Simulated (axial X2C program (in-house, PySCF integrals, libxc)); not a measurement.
**GaGe along the bond: PBE0, with spin–orbit coupling**

All values were computed with an in-house relativistic program for diatomic molecules. Two-component (2c) means X2C with spin–orbit coupling and atomic mean-field two-electron Coulomb and Gaunt terms. Basis: Ge dyall-cv3z [9s9p7d4f1g], Ga dyall-cv3z [9s9p7d4f1g] (cores contracted in-house); Gaussian nuclei, density fitting, unrestricted open shells. Masses: Ge 73.921 u, Ga 68.926 u.

State: Ω = 3/2 (⟨Sz⟩ = 1.50, ⟨Lz⟩ = 0.00 at PBE0). Dipoles are positive if Ga is the positive end.

```json
{"R (Å)": "2.154", "μ (D)": "0.592", "HOMO (eV)": "-5.59", "LUMO (eV)": "-2.96"}
{"R (Å)": "2.253", "μ (D)": "0.758", "HOMO (eV)": "-5.63", "LUMO (eV)": "-2.82"}
{"R (Å)": "2.327", "μ (D)": "0.903", "HOMO (eV)": "-5.65", "LUMO (eV)": "-2.73"}
{"R (Å)": "2.402", "μ (D)": "1.064", "HOMO (eV)": "-5.63", "LUMO (eV)": "-2.65"}
{"R (Å)": "2.476", "μ (D)": "1.240", "HOMO (eV)": "-5.52", "LUMO (eV)": "-2.64"}
{"R (Å)": "2.563", "μ (D)": "1.461", "HOMO (eV)": "-5.40", "LUMO (eV)": "-2.63"}
{"R (Å)": "2.649", "μ (D)": "1.696", "HOMO (eV)": "-5.29", "LUMO (eV)": "-2.62"}
{"R (Å)": "2.761", "μ (D)": "2.011", "HOMO (eV)": "-5.16", "LUMO (eV)": "-2.61"}
{"R (Å)": "2.897", "μ (D)": "2.407", "HOMO (eV)": "-5.02", "LUMO (eV)": "-2.58"}
{"R (Å)": "3.095", "μ (D)": "2.981", "HOMO (eV)": "-4.83", "LUMO (eV)": "-2.53"}
```

**Question.** The minimum lies at 2.468 Å. What is the dipole moment there, and its slope?

**Answer.** At PBE0, 2c, with the sign and origin stated: μ = 1.22 D, dμ/dR = 2.44 D/Å.

The state is a single determinant with fixed occupations, the lowest that a limited PBE0 search found. Density functionals use the spin component along the axis (collinear). PBE0 can misorder states that lie within some tenths of an eV, so this need not be the ground state of the molecule. The nearest other 2c determinant of the search, Ω = 1/2, lies 0.37 eV up at the distance of the search. With several unpaired electrons one determinant need not be a pure state. This is the top spin component of a Σ state; components of lower Ω are not single determinants and can lie lower.
